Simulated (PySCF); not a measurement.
C$_{2}$H$_{4}$F$_{2}$Si (SMILES C=C[SiH](F)F), singlet, geometry from GFN2-xTB; DF-PBE0/cc-pVTZ (PySCF).

PySCF was given this input:
```python
from pyscf import gto, scf, dft

mol = gto.M(
    atom='''
Si    0.47489047   -0.31017260    0.29742177
F     0.76406834    1.21301576    0.69099637
F     1.50738104   -0.55776084   -0.90061000
C    -1.27617208   -0.48532454   -0.33854693
C    -2.24938366    0.38729854   -0.11418193
H     0.89458061   -1.13472455    1.40618836
H    -1.50102596   -1.36639331   -0.92787210
H    -2.08561154    1.28094004    0.46584414
H    -3.24611965    0.25345593   -0.50516931
''',
    basis='cc-pvtz',
    verbose=4,
    max_memory=1800,
)

mf = dft.RKS(mol)
mf.xc = 'pbe0'
mf = mf.density_fit(auxbasis='def2-universal-jkfit')
mf.kernel()
```

Q: What does PySCF print? Leave out banner, timings and long lists.

A: 
```
PySCF version 2.14.0

[INPUT] verbose = 4
[INPUT] num. atoms = 9
[INPUT] num. electrons = 48
[INPUT] charge = 0
[INPUT] spin (= nelec alpha-beta = 2S) = 0
[INPUT] symmetry False subgroup None
[INPUT] Mole.unit = angstrom
[INPUT] Symbol           X                Y                Z      unit          X                Y                Z       unit  Magmom
[INPUT]  1 Si     0.474890470000  -0.310172600000   0.297421770000 AA    0.897412927466  -0.586141265344   0.562045688783 Bohr   0.0
[INPUT]  2 F      0.764068340000   1.213015760000   0.690996370000 AA    1.443879903051   2.292267571181   1.305793892369 Bohr   0.0
[INPUT]  3 F      1.507381040000  -0.557760840000  -0.900610000000 AA    2.848537330962  -1.054015230607  -1.701906245045 Bohr   0.0
[INPUT]  4 C     -1.276172080000  -0.485324540000  -0.338546930000 AA   -2.411615719017  -0.917130462131  -0.639760978012 Bohr   0.0
[INPUT]  5 C     -2.249383660000   0.387298540000  -0.114181930000 AA   -4.250719066472   0.731888169044  -0.215772576074 Bohr   0.0
[INPUT]  6 H      0.894580610000  -1.134724550000   1.406188360000 AA    1.690512349246  -2.144318626320   2.657310879951 Bohr   0.0
[INPUT]  7 H     -1.501025960000  -1.366393310000  -0.927872100000 AA   -2.836527970262  -2.582109134338  -1.753424147625 Bohr   0.0
[INPUT]  8 H     -2.085611540000   1.280940040000   0.465844140000 AA   -3.941234612832   2.420625857589   0.880317841334 Bohr   0.0
[INPUT]  9 H     -3.246119650000   0.253455930000  -0.505169310000 AA   -6.134277106069   0.478962292347  -0.954631642436 Bohr   0.0

nuclear repulsion = 230.801278459511
number of shells = 69
number of NR pGTOs = 291
number of NR cGTOs = 210
basis = cc-pvtz
ecp = {}

******** <class 'pyscf.df.df_jk.DFRKS'> ********
method = DFRKS
initial guess = minao
damping factor = 0
level_shift factor = 0
DIIS = <class 'pyscf.scf.diis.CDIIS'>
diis_start_cycle = 1
diis_space = 8
diis_damp = 0
SCF conv_tol = 1e-09
SCF conv_tol_grad = None
SCF max_cycles = 50
direct_scf = False
XC library pyscf.dft.libxc version 7.1.2
    S. Lehtola, C. Steigemann, M. J. T. Oliveira, and M. A. L. Marques,  SoftwareX 7, 1–5 (2018)
XC functionals = pbe0
    C. Adamo and V. Barone,  J. Chem. Phys. 110, 6158 (1999)
    M. Ernzerhof and G. E. Scuseria,  J. Chem. Phys. 110, 5029 (1999)
radial grids:
    Treutler-Ahlrichs [JCP 102, 346 (1995); DOI:10.1063/1.469408] (M4) radial grids

becke partition: Becke, JCP 88, 2547 (1988); DOI:10.1063/1.454033
pruning grids: <function nwchem_prune>
grids dens level: 3
symmetrized grids: False
atomic radii adjust function: <function treutler_atomic_radii_adjust>
small_rho_cutoff = 0
Set gradient conv threshold to 3.16228e-05
Initial guess from minao.
tot grids = 115176
******** <class 'pyscf.df.df.DF'> ********
auxbasis = def2-universal-jkfit
init E= -567.910099304095
  HOMO = -0.336333243874721  LUMO = -0.0976441204469811  gap/eV = 6.49506
cycle= 1 E= -567.514630785949  delta_E= 0.395  |g|= 0.766  |ddm|= 2.12
  HOMO = -0.275563734589413  LUMO = -0.0152510651371234  gap/eV = 7.08347
cycle= 2 E= -567.410976683071  delta_E= 0.104  |g|= 1.16  |ddm|= 0.86
  HOMO = -0.307379909740513  LUMO = -0.0301244299936396  gap/eV = 7.54451
cycle= 3 E= -567.609590926423  delta_E= -0.199  |g|= 0.0691  |ddm|= 0.515
  HOMO = -0.321770295864969  LUMO = -0.0394518924549345  gap/eV = 7.68228
cycle= 4 E= -567.610424272361  delta_E= -0.000833  |g|= 0.0339  |ddm|= 0.0573
  HOMO = -0.317132896829344  LUMO = -0.0362527606909158  gap/eV = 7.64314
cycle= 5 E= -567.610677490146  delta_E= -0.000253  |g|= 0.0107  |ddm|= 0.022
  HOMO = -0.316613857933051  LUMO = -0.0357932908158567  gap/eV = 7.64152
cycle= 6 E= -567.610705163098  delta_E= -2.77e-05  |g|= 0.00215  |ddm|= 0.0065
  HOMO = -0.316861585665459  LUMO = -0.0359850287169099  gap/eV = 7.64304
cycle= 7 E= -567.610706375705  delta_E= -1.21e-06  |g|= 0.000267  |ddm|= 0.00135
  HOMO = -0.316829542483498  LUMO = -0.0359561860613766  gap/eV = 7.64295
cycle= 8 E= -567.610706386556  delta_E= -1.09e-08  |g|= 0.000147  |ddm|= 0.000196
  HOMO = -0.316828960374433  LUMO = -0.0359562778775597  gap/eV = 7.64293
cycle= 9 E= -567.610706389528  delta_E= -2.97e-09  |g|= 3.78e-05  |ddm|= 7.01e-05
  HOMO = -0.316830523610687  LUMO = -0.0359580685537821  gap/eV = 7.64293
cycle= 10 E= -567.61070638976  delta_E= -2.32e-10  |g|= 5.16e-06  |ddm|= 2.2e-05
  HOMO = -0.316830642186405  LUMO = -0.0359579796313216  gap/eV = 7.64293
Extra cycle  E= -567.610706389759  delta_E= 9.09e-13  |g|= 5.51e-06  |ddm|= 6.5e-06
converged SCF energy = -567.610706389759
```
